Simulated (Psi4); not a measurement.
OSr (SMILES [O]=[Sr]), singlet, at a GFN2-xTB geometry (such geometries of metal compounds can be far from the true shape) (all electrons, no relativity).

Input for Psi4:
```
memory 2 GB

molecule mol {
0 1
Sr   -0.000000   -0.000000   -0.347963
O     0.000000    0.000000    1.652826
}

set {
  basis 3-21g
  reference rks
  scf_type pk
}

energy('r2scan')
print_variables()
```

### Question
Estimate the number of basis functions that R2SCAN/3-21G run with Psi4 returns for this input.

### Answer
36

### Question
Predict the nuclear repulsion energy from R2SCAN/3-21G.

### Answer
80.4032 Eh

### Question
Predict the total energy from R2SCAN/3-21G.

### Answer
-3193.4345 Eh

### Question
Predict the dipole moment from R2SCAN/3-21G.

### Answer
4.42 D
